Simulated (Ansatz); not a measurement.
`CC(C)[NH][AlH2]` and `CC(C)[NH][In]([Cl])[Cl]` differ in one atom or group.

Ansatz, PBE0-D4/def2-TZVP geometries, multiplicity 1. Each molecule was computed in one conformer, which needn't be the lowest.

Elements past krypton have def2 core potentials.

```tsv
property	`CC(C)[NH][AlH2]`
LUMO energy (ωB97M-V/def2-TZVPP) / eV	0.91
HOMO–LUMO gap (PBE/def2-TZVPP) / eV	4.24
HOMO energy (ωB97M-V/def2-TZVPP) / eV	-9.23
size of the dipole moment (B3LYP/def2-TZVPP) / D	1.23
LUMO energy (PBE/def2-TZVPP) / eV	-1.42
HOMO–LUMO gap (B3LYP/def2-TZVPP) / eV	5.80
```

(1) What does the change do to each property? (Estimate.)

Answers

(1) Ansatz gave: 
```json
{"property": "LUMO energy (ωB97M-V/def2-TZVPP) / eV", "`CC(C)[NH][In]([Cl])[Cl]`": "-0.02", "shift": "-0.93"}
{"property": "HOMO–LUMO gap (PBE/def2-TZVPP) / eV", "`CC(C)[NH][In]([Cl])[Cl]`": "3.22", "shift": "-1.02"}
{"property": "HOMO energy (ωB97M-V/def2-TZVPP) / eV", "`CC(C)[NH][In]([Cl])[Cl]`": "-9.57", "shift": "-0.34"}
{"property": "size of the dipole moment (B3LYP/def2-TZVPP) / D", "`CC(C)[NH][In]([Cl])[Cl]`": "3.69", "shift": "2.46"}
{"property": "LUMO energy (PBE/def2-TZVPP) / eV", "`CC(C)[NH][In]([Cl])[Cl]`": "-2.78", "shift": "-1.36"}
{"property": "HOMO–LUMO gap (B3LYP/def2-TZVPP) / eV", "`CC(C)[NH][In]([Cl])[Cl]`": "4.85", "shift": "-0.95"}
```

With PBE0 the HOMO falls by 0.38 eV and the LUMO falls by 1.24 eV, so the gap narrows by about 0.86 eV. PBE moves the HOMO by -0.34 eV and ωB97M-V by -0.34 eV. Dipoles are sizes alone; their direction can turn.

B3LYP here is the variant with VWN-RPA as its local correlation; programs differ in this.
